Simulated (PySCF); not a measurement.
## Working with the constants of CSe⁻

UHF-MP2 constants of CSe⁻, ²Π (doublet), unpaired electrons π ↑ (PySCF, spin-free X2C with a Gaussian nucleus, basis sets C aug-cc-pVDZ-DK, Se aug-cc-pVDZ-DK; masses 12.0000 and 79.9165 u):

* ωe: 828.5 cm⁻¹
* ωexe: 3.85 cm⁻¹
* Be: 0.50872 cm⁻¹
* αe: 0.00382 cm⁻¹

**Question.** What force constant and bond length do these constants imply?

**Answer.** Reduced mass μred = 10.433 u; k = 5.8918×10⁻⁷·μred·ωe² (u, cm⁻¹, mdyn/Å) = 4.22 mdyn/Å; Re = √(16.8576/(μred·Be)) (u, cm⁻¹, Å) = 1.782 Å.

**Question.** Estimate the centrifugal constant D from the Kratzer relation and find the Dunham coefficient a1.

**Answer.** D = 4Be³/ωe² = 7.67e-07 cm⁻¹; a1 = −1 − αeωe/(6Be²) = -3.04.

Correlated steps freeze 10 core orbitals. Spin–orbit coupling is left out. The state is the lowest determinant that a PBE0 search found; another state may lie lower at other levels.
